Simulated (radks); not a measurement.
Species: Ta+. Configuration: [Kr] 4d10 4f14 5s2 5p5.75 5d3 6s1.25 (fractional occupations, a model configuration).

All-electron calculation, scalar-relativistic Kohn-Sham, PBE, spin-polarised, spherical densities, finite nucleus; open shells are filled with parallel spins first (spin-orbit coupling, left out, can overturn this in heavy ions); Fermi nuclear charge, rms radius 5.3507 fm. Program: a radial shooting solver on a logarithmic mesh with Libxc functionals.

Energy parts (hartree):
part                       energy
total                 -15601.7336
kinetic                17136.1757
electron-nucleus      -38505.2653
Hartree                 6082.2644
exchange-correlation    -314.9084

Orbitals (lengths in bohr, moments of r in powers of bohr):
orbital  occ.  eigenvalue (hartree)   <1/r>      <r^2>
1s up       1             -2475.257   85.40  0.0004788
1s down     1             -2475.256   85.40  0.0004788
2s up       1             -425.5558   19.96   0.007376
2s down     1             -425.5510   19.96   0.007376
2p up       3             -373.0531   18.15   0.006083
2p down     3             -373.0489   18.15   0.006083
3s up       1             -97.72339   7.387    0.04796
3s down     1             -97.72199   7.387    0.04796
3p up       3             -82.10028   6.836    0.04865
3p down     3             -82.09859   6.836    0.04865
3d up       5             -63.84805   6.463    0.04038
3d down     5             -63.84484   6.463    0.04038
4s up       1             -20.16862   3.134     0.2377
4s down     1             -20.16421   3.134     0.2377
4p up       3             -15.04224   2.851     0.2706
4p down     3             -15.03800   2.851     0.2706
4d up       5              -8.47412   2.532     0.3174
4d down     5              -8.46879   2.532     0.3171
5s up       1              -3.00645   1.209      1.365
5s down     1              -2.95336   1.219      1.348
5p up       3              -1.77652   1.012      1.901
5p down  2.75              -1.70628   1.022      1.869
4f up       7              -1.21913   1.999     0.5243
4f down     7              -1.20557   2.009     0.5120
6s up       1              -0.46469  0.4241      10.01
5d up       3              -0.44233  0.6368      4.944
6s down  0.25              -0.39129  0.4071      10.86
5d down     0              -0.35379  0.6314      5.236
6p up       0              -0.26569  0.3227      17.14
6p down     0              -0.21352  0.2980      19.98

The highest occupied level is 6s down at -10.648 eV. The electron density at the nucleus is 1.395e+06 e/bohr^3 (large components only). Spin moment in Bohr magnetons: 4.

Run on one thread of a shared host, so times are rough (Intel(R) Xeon(R) Platinum 8375C CPU @ 2.90GHz): 0.34 s of CPU time, 0.34 s wall, 17 iterations on 2398 mesh points.
